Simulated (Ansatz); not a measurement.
`C#[C][Al]([NH2])[NH2]` + `[CH3][In]([Cl])[Cl]` → `[CH3][Al]([NH2])[NH2]` + `C#[C][In]([Cl])[Cl]`  (redistribution)

Program: Ansatz. Geometries: PBE0-D4/def2-TZVP. ΔE: electronic, gas phase. CCSD(T)/CBS is the MP2 limit (def2-TZVPP, def2-QZVPP) plus CCSD(T) − MP2 in def2-TZVPP, frozen cores. Functionals use def2-TZVPP. def2 core potentials past Kr. For In outer-core shells are correlated without core-valence functions, which leaves a few kJ/mol of doubt a bond. Each species was taken in one conformer, which may not be the lowest.

`C#[C][Al]([NH2])[NH2]`:

Cartesian coordinates in Å:
```
C -0.602 -1.576 -2.251
C -0.343 -0.898 -1.283
Al 0.065 0.171 0.244
N 1.200 -0.452 1.441
N -0.706 1.748 0.410
H -0.830 -2.173 -3.104
H 1.495 0.013 2.282
H 1.649 -1.350 1.361
H -1.355 2.118 -0.264
H -0.573 2.400 1.164
```

`[CH3][In]([Cl])[Cl]`:

Z-matrix (Å, degrees):
```
C
In 1 2.126
H 1 1.088 2 109.3
H 1 1.089 2 109.2 3 121.1
H 1 1.090 2 108.6 3 -119.7
Cl 2 2.323 1 124.3 3 -159.7
Cl 2 2.323 1 124.4 3 20.5
```

`[CH3][Al]([NH2])[NH2]`:

Cartesian coordinates in Å:
```
C -1.072 -0.665 1.184
Al 0.137 0.079 -0.152
N -0.478 1.119 -1.449
N 1.877 -0.260 -0.095
H -0.596 -1.451 1.776
H -1.966 -1.094 0.723
H -1.413 0.106 1.883
H 0.073 1.555 -2.171
H -1.448 1.362 -1.564
H 2.315 -0.840 0.602
H 2.570 0.089 -0.736
```

`C#[C][In]([Cl])[Cl]`:

```xyz
6

C     0.265   -1.316    1.574
C     0.110   -0.549    0.657
In   -0.153    0.758   -0.906
Cl   -0.059    0.101   -3.110
Cl   -0.565    3.001   -0.601
H     0.403   -1.995    2.386
```

```tsv
species	r2SCAN-D4 energy (Eh)
`C#[C][Al]([NH2])[NH2]`	-431.13954
`[CH3][In]([Cl])[Cl]`	-1150.58818
`[CH3][Al]([NH2])[NH2]`	-394.30448
`C#[C][In]([Cl])[Cl]`	-1187.40548
```

Work out ΔE.

ΔE = (-394.30448) + (-1187.40548) − (-431.13954) − (-1150.58818) = 0.01776 Eh = +46.6 kJ/mol. CCSD(T)/CBS gives +42.4 kJ/mol.

Largest T1 diagnostic among the species: 0.013.

From BLYP to BHLYP (50 % exact exchange), in def2-TZVPP and without D4, ΔE moves by −5.1 kJ/mol. Leaving LDA and LC-ωPBE aside and taking each functional with its dispersion term where it has one, the values, not all of them listed here, spread over 9.0 kJ/mol, from ωB97X-V to BLYP-D4. At CCSD(T), def2-SVP lies −5.5 kJ/mol from the extrapolated value and def2-TZVPP −2.9 kJ/mol.
